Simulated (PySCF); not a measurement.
**[Pb(CH3)2]2+ relaxed at several levels**

Computed with PySCF 2.14.0, def2-SVP on the ligands, density fitting, scalar-relativistic core potentials, no spin-orbit coupling, vacuum. Each row is relaxed at its own level from the same template. Distances are means of the shortest metal–ligand contacts, charges and spins Mulliken's; removal energies are rigid, with the ligand's formal charge and no counterpoise, so too large; for an anion taken off a cation in vacuum most of it is the attraction of opposite charges, and multiply charged cations can part far more cheaply with an electron moved from ligand to metal.

```
level   basis on the metal  point group  M–CH3 (Å)  charge on M (e)  HOMO–LUMO gap (eV)  removal of one CH3 (eV)  unstable modes (below −25 cm⁻¹)
 TPSS  def2-SVP with ECP60          D3h      2.293             1.22                4.07                    27.17                        not given
```

Task: What does the calculation give for PBE0, def2-SVP with ECP60?

Result: point group: D3h, M–CH3 (Å): 2.227, charge on M (e): 1.23, HOMO–LUMO gap (eV): 5.98, removal of one CH3 (eV): 27.46, unstable modes (below −25 cm⁻¹): 0.
```xyz
9

Pb    0.0000    0.0000    0.7778
C     2.2275    0.0000    0.7760
H     2.5046    0.0000   -0.2928
H     2.5074    0.9253    1.3096
H     2.5074   -0.9253    1.3096
C    -2.2275    0.0000    0.7760
H    -2.5046    0.0000   -0.2928
H    -2.5074   -0.9253    1.3096
H    -2.5074    0.9253    1.3096
```

One start shape was tried for each, so a minimum needn't be the lowest isomer.
